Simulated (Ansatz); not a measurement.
CH$_{6}$AlBS, SMILES `[CH3][AlH][BH]S`. Charge 0, multiplicity 1. The geometry is a stationary point of PBE0-D4/def2-TZVP. It is one conformer, not always the lowest.

```xyz
10

C     0.299   -0.611    1.727
Al   -0.803   -0.066    0.204
B    -0.067    1.178   -1.343
S     0.742    0.653   -2.826
H     0.462   -1.694    1.704
H    -0.215   -0.402    2.672
H     1.277   -0.127    1.758
H    -2.299   -0.620    0.128
H    -0.138    2.376   -1.328
H     0.741   -0.687   -2.695
```

What is the dipole moment at B3LYP/def2-TZVPP? (An estimate is asked.)

Ansatz gave: 0.92 D, with components (0.48, -0.65, 0.44) D in this frame, pointing from negative to positive charge.

And with PBE, r2SCAN, ωB97M-V? (Estimate.)

The calculation gave: PBE 1.00 D, r2SCAN 1.02 D, ωB97M-V 0.93 D.

Give the Mulliken charges with B3LYP, r2SCAN, ωB97M-V in def2-TZVPP. (Best estimate.)

Computed: 
| atom | B3LYP | r2SCAN | ωB97M-V |
| --- | --- | --- | --- |
| C1 | -0.44 | -0.38 | -0.51 |
| Al2 | 0.34 | 0.42 | 0.38 |
| B3 | -0.05 | -0.09 | -0.16 |
| S4 | -0.11 | -0.09 | -0.09 |
| H5 | 0.09 | 0.06 | 0.10 |
| H6 | 0.09 | 0.07 | 0.11 |
| H7 | 0.10 | 0.07 | 0.11 |
| H8 | -0.15 | -0.16 | -0.12 |
| H9 | 0.04 | 0.01 | 0.08 |
| H10 | 0.09 | 0.09 | 0.10 |

B3LYP here is the variant with VWN-RPA as its local correlation; programs differ in this.
